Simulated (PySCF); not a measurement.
```xyz
9

S      0.2967    -1.6535    -1.2991
Si    -0.0005     0.0005     0.0032
S      1.8307     1.0804     0.0351
S     -1.6817     1.0646    -0.7464
S     -0.4480    -0.4893     2.0232
H      1.4107    -2.0682    -0.6686
H      1.3994     1.9661     0.9516
H     -1.1819     1.1607    -1.9920
H     -1.6301    -1.0563     1.7206
```

Charge 0, multiplicity 1.

Question: Give the Mulliken and meta-Löwdin atomic charges from ωB97X-D3(BJ)/def2-TZVP // PBE0-D3(BJ)/def2-TZVP (PySCF).

Answer: 
```
atom  Mulliken (e)  meta-Löwdin (e)
----  ------------  ---------------
S1           -0.28            -0.29
Si2           0.44             0.73
S3           -0.28            -0.29
S4           -0.28            -0.29
S5           -0.28            -0.29
H6            0.17             0.11
H7            0.17             0.11
H8            0.17             0.11
H9            0.17             0.11
```
